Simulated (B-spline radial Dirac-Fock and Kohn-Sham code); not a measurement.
## Elastic and transport cross sections of tellurium for electrons

Method: relativistic (Dirac) partial waves in the static field of the Dirac-Fock atom with Furness-McCarthy exchange, without polarisation or absorption potentials. Computed with a radial B-spline solver. σ_tr1 and σ_tr2 weight the cross section with 1 − P₁ and 1 − P₂ of cos θ; "backward" is the share scattered beyond 90°.

| energy (eV) | σ (a₀²) | σ_tr1 (a₀²) | σ_tr2 (a₀²) | σ/σ_tr1 | backward (%) |
| --- | --- | --- | --- | --- | --- |
| 3660 | 5.12 | 0.402 | 0.577 | 12.7 | 2.7 |
| 3670 | 5.11 | 0.400 | 0.575 | 12.8 | 2.7 |
| 4560 | 4.52 | 0.295 | 0.452 | 15.3 | 2.1 |
| 5000 | 4.28 | 0.258 | 0.407 | 16.6 | 1.9 |
| 5680 | 3.97 | 0.215 | 0.350 | 18.5 | 1.6 |
| 7850 | 3.27 | 0.133 | 0.235 | 24.5 | 1.1 |
| 8150 | 3.20 | 0.126 | 0.224 | 25.3 | 1.1 |
| 10000 | 2.81 | 0.0927 | 0.172 | 30.4 | 0.82 |
| 12900 | 2.39 | 0.0628 | 0.122 | 38.1 | 0.59 |
| 13600 | 2.31 | 0.0579 | 0.114 | 39.9 | 0.55 |
| 14800 | 2.19 | 0.0508 | 0.101 | 43.0 | 0.49 |
| 15400 | 2.13 | 0.0477 | 0.0957 | 44.6 | 0.47 |
| 17200 | ? | ? | ? | ? | ? |
| 20000 | 1.79 | 0.0317 | 0.0661 | 56.4 | 0.33 |

Q: Fill in the row for 17.2 keV.

A: σ = 1.98 a₀², σ_tr1 = 0.0402 a₀², σ_tr2 = 0.0820 a₀², σ/σ_tr1 = 49.2, backward 0.40 %. The ratio σ/σ_tr1 is roughly the number of elastic collisions that randomise the direction.
